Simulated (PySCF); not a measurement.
B(OH)(SeH)2 (BH3OSe2), SMILES OB([SeH])[SeH].

Coordinates come from a B3LYP-D3(BJ)/def2-SVP optimisation. Other conformers were not sampled.

Method: PBE/def2-TZVP run with PySCF.

Symmetry labels are those of the subgroup Cs that the program uses (full group Cs).

Question: List the valence orbital energies around the gap with their symmetry. (An estimate is asked for; the answer gives what the named calculation found.)

Answer: 
```json
[
 {"orbital": "HOMO−7", "symmetry": "A'", "energy (eV)": "-10.99"},
 {"orbital": "HOMO−6", "symmetry": "A'", "energy (eV)": "-10.36"},
 {"orbital": "HOMO−5", "symmetry": "A'", "energy (eV)": "-9.78"},
 {"orbital": "HOMO−4", "symmetry": "A\"", "energy (eV)": "-9.50"},
 {"orbital": "HOMO−3", "symmetry": "A'", "energy (eV)": "-8.40"},
 {"orbital": "HOMO−2", "symmetry": "A'", "energy (eV)": "-7.35"},
 {"orbital": "HOMO−1", "symmetry": "A\"", "energy (eV)": "-6.58"},
 {"orbital": "HOMO", "symmetry": "A\"", "energy (eV)": "-5.86"},
 {"orbital": "LUMO", "symmetry": "A'", "energy (eV)": "-1.35"},
 {"orbital": "LUMO+1", "symmetry": "A\"", "energy (eV)": "-1.02"},
 {"orbital": "LUMO+2", "symmetry": "A'", "energy (eV)": "-0.54"},
 {"orbital": "LUMO+3", "symmetry": "A'", "energy (eV)": "-0.06"}
]
```
